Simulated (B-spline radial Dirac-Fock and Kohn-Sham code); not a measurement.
Auger parameter of manganese: the K level and its strongest K-LL line

Level of theory: ΔSCF Dirac-Fock with Breit, self-energy and vacuum polarisation, finite nucleus, configuration average; a radial finite-basis atomic code. The modified Auger parameter α′ is the binding energy plus the kinetic energy of the Auger electron; it does not depend on the energy zero. For free ions it tends to fall with charge, since less charge screens the final holes.

```csv
species,configuration,binding 1s (eV),Auger line,kinetic (eV),α′ (eV)
Mn,[Ar] 3d5 4s2,6550.5,L2L3 J=2,5170.0,11720.6
Mn,[Ar] 3d4 4s2 4p1,6559.6,L2L3 J=2,5156.8,11716.4
Mn,[Ar] 3d6 4s1,6544.1,L2L3 J=2,5180.7,11724.8
Mn⁺,[Ar] 3d5 4s1,6559.8,L2L3 J=2,5159.0,11718.7
Mn⁺ (Watson 2.4 Å),[Ar] 3d5 4s1,6553.8,L2L3 J=2,5165.0,11718.8
Mn²⁺,[Ar] 3d5,6570.6,L2L3 J=2,5146.8,11717.4
Mn²⁺,[Ar] 3d3 4s2,6589.2,L2L3 J=2,5119.8,11708.9
Mn²⁺ (Watson 2.7 Å),[Ar] 3d5,6559.9,L2L3 J=2,5157.5,11717.4
Mn³⁺,[Ar] 3d4,6591.8,L2L3 J=2,5120.3,11712.1
Mn³⁺ (Watson 2 Å),[Ar] 3d4,6570.2,L2L3 J=2,5141.9,11712.1
Mn³⁺ (Watson 2.2 Å),[Ar] 3d4,6572.1,L2L3 J=2,5140.0,11712.1
Mn⁴⁺,[Ar] 3d3,6616.1,L2L3 J=2,5090.9,11707.0
Mn⁴⁺,[Ar] 3d1 4s2,6640.5,L2L3 J=2,5057.9,11698.4
Mn⁴⁺ (Watson 2.4 Å),[Ar] 3d3,6592.1,L2L3 J=2,5114.9,11707.0
Mn⁵⁺,[Ar] 3d2,6643.2,L2L3 J=2,5058.9,11702.1
Mn⁶⁺,[Ar] 3d1,6673.1,L2L3 J=2,5024.3,11697.4
Mn⁶⁺ (Watson 3 Å),[Ar] 3d1,6644.3,L2L3 J=2,5053.1,11697.4
Mn⁷⁺,[Ne] 3s2 3p6,6705.6,L2L3 J=2,4987.3,11693.0
Mn⁷⁺ (Watson 2.4 Å),[Ne] 3s2 3p6,6663.6,L2L3 J=2,5029.3,11693.0
```

Values without a named source are computed, but for edge energies of neutral atoms, which are taken from tables.
